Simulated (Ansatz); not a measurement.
Start from `B[SiH2]N=C` and change one atom or group to get `C=N[SiH2]N[SiH3]`.

Ansatz, PBE0-D4/def2-TZVP geometries, multiplicity 1. Each molecule was computed in one conformer, which needn't be the lowest.

```csv
property,`B[SiH2]N=C`
HOMO energy (PBE0/def2-TZVPP) / eV,-7.13
LUMO energy (PBE/def2-TZVPP) / eV,-3.47
size of the dipole moment (B3LYP/def2-TZVPP) / D,1.22
LUMO energy (B3LYP/def2-TZVPP) / eV,-2.64
LUMO energy (ωB97M-V/def2-TZVPP) / eV,-0.45
HOMO energy (PBE/def2-TZVPP) / eV,-5.75
```

Q: What does the change do to each property? (Best estimate.)

A: Ansatz gave: 
```tsv
property	`C=N[SiH2]N[SiH3]`	shift
HOMO energy (PBE0/def2-TZVPP) / eV	-7.08	0.05
LUMO energy (PBE/def2-TZVPP) / eV	-2.06	1.41
size of the dipole moment (B3LYP/def2-TZVPP) / D	0.46	-0.76
LUMO energy (B3LYP/def2-TZVPP) / eV	-1.18	1.46
LUMO energy (ωB97M-V/def2-TZVPP) / eV	1.23	1.68
HOMO energy (PBE/def2-TZVPP) / eV	-5.70	0.05
```

With PBE0 the HOMO rises by 0.05 eV and the LUMO rises by 1.50 eV, so the gap widens by about 1.45 eV. PBE moves the HOMO by 0.05 eV and ωB97M-V by 0.05 eV. The zero-point energy changes by 59.4 kJ/mol with +9 modes. Dipoles are sizes alone; their direction can turn.

B3LYP here is the variant with VWN-RPA as its local correlation; programs differ in this.
